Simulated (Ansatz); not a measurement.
Geometry optimisation, Ansatz 0.2.0, UKS PBE-D4/6-31G.

Input:

```yaml
crystal:
  periodic: [false, false, false]
  atoms:
    - { symbol: O, position_ang: [-0.7129, -2.016, 0.4127] }
    - { symbol: Si, position_ang: [0.0838, -0.8831, -0.4708] }
    - { symbol: "N", position_ang: [0.7988, 0.1508, 0.5974] }
    - { symbol: C, position_ang: [0.3428, 1.315, -0.1007] }
    - { symbol: F, position_ang: [-0.24, 2.1916, 0.7528] }
    - { symbol: O, position_ang: [-0.7694, 0.5112, -0.7292] }
    - { symbol: H, position_ang: [-1.6956, -1.8416, 0.4009] }
    - { symbol: H, position_ang: [1.76001, -0.18739, 0.38929] }
    - { symbol: H, position_ang: [0.3533, 0.0557, 1.5372] }
    - { symbol: H, position_ang: [0.937, 1.7749, -0.8131] }
magnetization:
  spin_polarized: true
basis:
  gaussian: { orbitals: "6-31G" }
hamiltonian:
  xc: pbe
  dispersion: d4
relax:
  f_tol: 0.02
  max_steps: 50
```

Command:

```bash
$ ansatz run input.yaml --threads 2 --pin off --max-ram 3072MiB --backend cpu --events-out ev --progress --plain --runs-dir out
```

Problem. Where does it end, and by what steps?

Solution. The forces met the threshold. Limits of this set-up: no polarisation functions. After 24 steps the energy has fallen by 4.472 eV; F5 moved furthest, 1.27 Å. The start is strongly strained (largest force component 9 eV/Å), so its close contacts needn't be bonds. Parted: Si2–N3, Si2–C4.

```csv
step,energy less start (eV),largest force component (eV/Å),accepted
0,0.0000,9.369,yes
1,-2.4058,5.850,yes
2,-3.8208,1.995,yes
3,-4.1767,0.835,yes
4,-4.2525,1.196,yes
5,-4.2726,1.177,yes
6,-4.2617,0.529,no
7,-4.3287,0.214,yes
8,-4.3366,0.253,yes
9,-4.3413,0.099,yes
10,-4.3431,0.080,yes
11,-4.3528,0.354,yes
12,-4.3603,0.545,yes
13,-4.3759,0.778,yes
14,-4.4060,0.835,yes
15,-4.4286,0.809,yes
16,-4.3740,1.621,no
17,-4.4575,0.437,yes
18,-4.4188,0.826,no
19,-4.4696,0.164,yes
20,-4.4710,0.060,yes
21,-4.4717,0.038,yes
22,-4.4718,0.022,yes
23,-4.4718,0.027,yes
24,-4.4719,0.005,yes
```

```xyz
10
Properties=species:S:1:pos:R:3
O -1.306 -1.626 0.333
Si 0.089 -1.502 -0.709
N 1.117 0.110 0.602
C 0.183 1.016 -0.139
F -0.950 1.137 0.834
O -0.161 0.358 -1.274
H -1.736 -0.803 0.676
H 2.100 0.208 0.325
H 0.999 0.123 1.620
H 0.523 2.052 -0.290
```

Whether the end is a true minimum wasn't checked by a vibrational analysis.

Run time: 63 s on 2 threads of Arm Neoverse V2, on a shared host, peak memory 0.22 GiB.
